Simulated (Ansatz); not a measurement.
Ansatz (a quantum-chemistry and plane-wave program) input (MP2/6-31G*):

Ansatz 0.2 input:
```yaml
crystal:
  periodic: [false, false, false]
  atoms:
    - {symbol: H, position_ang: [3.17390800, -0.44453700, -0.13328900]}
    - {symbol: C, position_ang: [2.10824700, -0.39349900, 0.01246700]}
    - {symbol: C, position_ang: [1.08476600, 0.25353900, -0.46252300]}
    - {symbol: C, position_ang: [-0.32681600, 0.05037900, 0.00898800]}
    - {symbol: F, position_ang: [-1.12081400, -0.33631300, -1.01310700]}
    - {symbol: F, position_ang: [-0.84206400, 1.20461300, 0.48533400]}
    - {symbol: F, position_ang: [-0.43177400, -0.87052000, 0.97552400]}
    - {symbol: H, position_ang: [1.18077400, 1.00199700, -1.25006100]}
basis:
  gaussian:
    orbitals: 6-31G*
magnetization: {spin_polarized: true, initial_magnetization: 1}
correlation: {method: mp2, electrons: outside_noble_gas}
relax: {f_tol: 0.003, max_steps: 120}
```

Output:

```
Functional definition: HF
these checks for a lower state are left out or cut short: cluster_reference
integrals: 0.06 GiB planned
966 factors; integrals over basis functions are off by at most 4.4e-4 eV
mean field: 0.36 GiB planned
mean field evaluation 1: about -11233.9681 eV, gradient 3.1e1 eV
mean field evaluation 2: about -11233.9697 eV, gradient 3.1e1 eV
mean field evaluation 4: about -11238.3181 eV, gradient 3.4e0 eV
mean field evaluation 8: about -11238.4972 eV, gradient 6.5e-1 eV
mean field evaluation 16: about -11238.5695 eV, gradient 2.6e-6 eV
mean field -11238.56946539 eV, -413.0098100770 hartree, gradient 2.6e-6 eV, S^2 0.957541; 0 other end points of the search recorded, 0 dependent functions left out
6 core orbitals not correlated
reference -11238.56946539 eV, -413.0098100770 hartree; 18, 17 occupied and 70, 71 virtual orbitals, 966 factors
densities: 0.33 GiB planned
second order -23.03953235 eV of doubles, -0.00000000 eV of singles
the calculation of the forces begins
relax step   1: F+E_penalty+E_count = -11261.60899774 eV  Δ(F+E_penalty+E_count) = +0.000e0 eV  max|allowed force component| = 1.124e0 eV/Å  Δτ_max = 0.0000 Å  (44 SCF iters, accepted)
these checks for a lower state are left out or cut short: starts, cluster_reference, orbital_swaps, neighbouring_geometries, increment
integrals: 0.06 GiB planned
966 factors; integrals over basis functions are off by at most 4.3e-4 eV
mean field: 0.36 GiB planned
mean field -11238.53603318 eV, -413.0085814660 hartree, gradient 1.5e-6 eV, S^2 0.929886; 0 other end points of the search recorded, 0 dependent functions left out
6 core orbitals not correlated
reference -11238.53603318 eV, -413.0085814660 hartree; 18, 17 occupied and 70, 71 virtual orbitals, 966 factors
densities: 0.33 GiB planned
second order -23.08707841 eV of doubles, -0.00000000 eV of singles
the calculation of the forces begins
relax step   2: F+E_penalty+E_count = -11261.62311159 eV  Δ(F+E_penalty+E_count) = -1.411e-2 eV  max|allowed force component| = 1.633e-1 eV/Å  Δτ_max = 0.0201 Å  (39 SCF iters, accepted)
these checks for a lower state are left out or cut short: starts, cluster_reference, orbital_swaps, neighbouring_geometries, increment
integrals: 0.06 GiB planned
966 factors; integrals over basis functions are off by at most 4.3e-4 eV
mean field: 0.36 GiB planned
mean field evaluation 32: about -11238.5270 eV, gradient 5.4e-4 eV
mean field -11238.52823453 eV, -413.0082948708 hartree, gradient 9.9e-6 eV, S^2 0.929179; 0 other end points of the search recorded, 0 dependent functions left out
6 core orbitals not correlated
reference -11238.52823453 eV, -413.0082948708 hartree; 18, 17 occupied and 70, 71 virtual orbitals, 966 factors
densities: 0.33 GiB planned
second order -23.09588351 eV of doubles, -0.00000000 eV of singles
the calculation of the forces begins
relax step   3: F+E_penalty+E_count = -11261.62411804 eV  Δ(F+E_penalty+E_count) = -1.006e-3 eV  max|allowed force component| = 6.915e-2 eV/Å  Δτ_max = 0.0056 Å  (37 SCF iters, accepted)
these checks for a lower state are left out or cut short: starts, cluster_reference, orbital_swaps, neighbouring_geometries, increment
integrals: 0.06 GiB planned
966 factors; integrals over basis functions are off by at most 4.3e-4 eV
mean field: 0.36 GiB planned
mean field -11238.52854338 eV, -413.0083062211 hartree, gradient 1.0e-5 eV, S^2 0.930562; 0 other end points of the search recorded, 0 dependent functions left out
6 core orbitals not correlated
reference -11238.52854338 eV, -413.0083062211 hartree; 18, 17 occupied and 70, 71 virtual orbitals, 966 factors
densities: 0.33 GiB planned
second order -23.09584241 eV of doubles, -0.00000000 eV of singles
the calculation of the forces begins
relax step   4: F+E_penalty+E_count = -11261.62438580 eV  Δ(F+E_penalty+E_count) = -2.678e-4 eV  max|allowed force component| = 1.844e-2 eV/Å  Δτ_max = 0.0039 Å  (38 SCF iters, accepted)
these checks for a lower state are left out or cut short: starts, cluster_reference, orbital_swaps, neighbouring_geometries, increment
integrals: 0.06 GiB planned
966 factors; integrals over basis functions are off by at most 4.3e-4 eV
mean field: 0.36 GiB planned
mean field -11238.53002562 eV, -413.0083606923 hartree, gradient 1.0e-5 eV, S^2 0.931036; 0 other end points of the search recorded, 0 dependent functions left out
6 core orbitals not correlated
reference -11238.53002562 eV, -413.0083606923 hartree; 18, 17 occupied and 70, 71 virtual orbitals, 966 factors
densities: 0.33 GiB planned
second order -23.09439096 eV of doubles, -0.00000000 eV of singles
the calculation of the forces begins
relax step   5: F+E_penalty+E_count = -11261.62441658 eV  Δ(F+E_penalty+E_count) = -3.079e-5 eV  max|allowed force component| = 6.508e-3 eV/Å  Δτ_max = 0.0019 Å  (39 SCF iters, accepted)
these checks for a lower state are left out or cut short: starts, cluster_reference, orbital_swaps, neighbouring_geometries, increment
integrals: 0.06 GiB planned
966 factors; integrals over basis functions are off by at most 4.3e-4 eV
mean field: 0.36 GiB planned
mean field -11238.53055209 eV, -413.0083800399 hartree, gradient 1.0e-5 eV, S^2 0.931166; 0 other end points of the search recorded, 0 dependent functions left out
6 core orbitals not correlated
reference -11238.53055209 eV, -413.0083800399 hartree; 18, 17 occupied and 70, 71 virtual orbitals, 966 factors
densities: 0.33 GiB planned
second order -23.09386929 eV of doubles, -0.00000000 eV of singles
the calculation of the forces begins
relax step   6: F+E_penalty+E_count = -11261.62442139 eV  Δ(F+E_penalty+E_count) = -4.805e-6 eV  max|allowed force component| = 3.470e-3 eV/Å  Δτ_max = 0.0014 Å  (39 SCF iters, accepted)
these checks for a lower state are left out or cut short: starts, cluster_reference, orbital_swaps, neighbouring_geometries, increment
integrals: 0.06 GiB planned
966 factors; integrals over basis functions are off by at most 4.3e-4 eV
mean field: 0.36 GiB planned
mean field evaluation 64: about -11238.5305 eV, gradient 8.7e-3 eV
mean field -11238.53053670 eV, -413.0083794743 hartree, gradient 2.1e-6 eV, S^2 0.931129; 0 other end points of the search recorded, 0 dependent functions left out
6 core orbitals not correlated
reference -11238.53053670 eV, -413.0083794743 hartree; 18, 17 occupied and 70, 71 virtual orbitals, 966 factors
densities: 0.33 GiB planned
second order -23.09388513 eV of doubles, -0.00000000 eV of singles
the calculation of the forces begins
relax step   7: F+E_penalty+E_count = -11261.62442183 eV  Δ(F+E_penalty+E_count) = -4.426e-7 eV  max|allowed force component| = 7.868e-4 eV/Å  Δτ_max = 0.0002 Å  (27 SCF iters, accepted)
these checks for a lower state are left out or cut short: cluster_reference
integrals: 0.06 GiB planned
966 factors; integrals over basis functions are off by at most 4.3e-4 eV
mean field: 0.36 GiB planned
mean field evaluation 96: about -11235.1934 eV, gradient 1.6e-6 eV
mean field -11238.53053670 eV, -413.0083794743 hartree, gradient 2.1e-6 eV, S^2 0.931129; 4 other end points of the search recorded, 0 dependent functions left out
6 core orbitals not correlated
reference -11238.53053670 eV, -413.0083794743 hartree; 18, 17 occupied and 70, 71 virtual orbitals, 966 factors
densities: 0.33 GiB planned
second order -23.09388513 eV of doubles, -0.00000000 eV of singles
the calculation of the forces begins
Total energy: -11261.62442183 eV, -413.8570640990 hartree
Atom 0 at     3.149107    -0.437065    -0.136359 Å, force    -0.000278     0.000051    -0.000001 eV/Å
Atom 1 at     2.081912    -0.396297     0.020243 Å, force    -0.000024    -0.000044     0.000049 eV/Å
Atom 2 at     1.083973     0.256087    -0.464996 Å, force     0.000787     0.000609    -0.000772 eV/Å
Atom 3 at    -0.319030     0.051208     0.006687 Å, force     0.000005    -0.000163     0.000167 eV/Å
Atom 4 at    -1.116759    -0.340226    -1.015674 Å, force    -0.000017     0.000017     0.000026 eV/Å
Atom 5 at    -0.836971     1.206438     0.488347 Å, force    -0.000024    -0.000023    -0.000012 eV/Å
Atom 6 at    -0.412679    -0.876288     0.977904 Å, force    -0.000209    -0.000004     0.000043 eV/Å
Atom 7 at     1.196673     1.001802    -1.252818 Å, force    -0.000239    -0.000444     0.000501 eV/Å
Dipole moment:     0.526455     0.084388    -0.184715 e Å
Checks for a lower state left out: cluster_reference
```

The geometry given is a B3LYP-D3(BJ)/def2-TZVP minimum.

The determinant is spin-contaminated: <S^2> is 0.93 against 0.75 for a pure state.
